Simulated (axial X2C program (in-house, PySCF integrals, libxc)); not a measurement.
Correcting the dissociation energy of YS for spin–orbit coupling

A spin-free PBE0 curve (one-electron X2C) was computed with an in-house all-electron X2C program for linear molecules (integrals from PySCF), basis Y dyall-v3z [11s12p9d4f2g], S dyall-v3z [8s7p2d1f] (cores contracted in-house), for the state M_S = 1/2, Λ = 0 (beyond evenly filled blocks: σα). It gives D0 = 5.503 eV to Y + S, which in a spin-free picture are the weighted means of the ground terms.

Measured levels of the ground terms (NIST Handbook of Basic Atomic Spectroscopic Data), in cm⁻¹: Y 2D: J = 3/2 at 0, J = 5/2 at 530.4; S 3P: J = 2 at 0, J = 1 at 396.1, J = 0 at 573.6.

The molecular state has Λ = 0, so it has no first-order lowering.

(1) How far does each ground level lie under the (2J+1)-weighted mean of its term?

(2) Correct D0.

Second-order spin–orbit effects in the molecule, which grow quickly with Z, are left out. The state is a single determinant with fixed occupations, the lowest that a limited PBE0 search found. De is counted from the lowest determinant-based energies of the atoms at the same level, without counterpoise correction.

Answers

(1) Y: (4 × 0 + 6 × 530.4)/10 = 318 cm⁻¹; S: (5 × 0 + 3 × 396.1 + 1 × 573.6)/9 = 196 cm⁻¹.

(2) D0 = 5.503 + (0 − 514)/8065.5 = 5.439 eV at PBE0 with these spin–orbit terms.
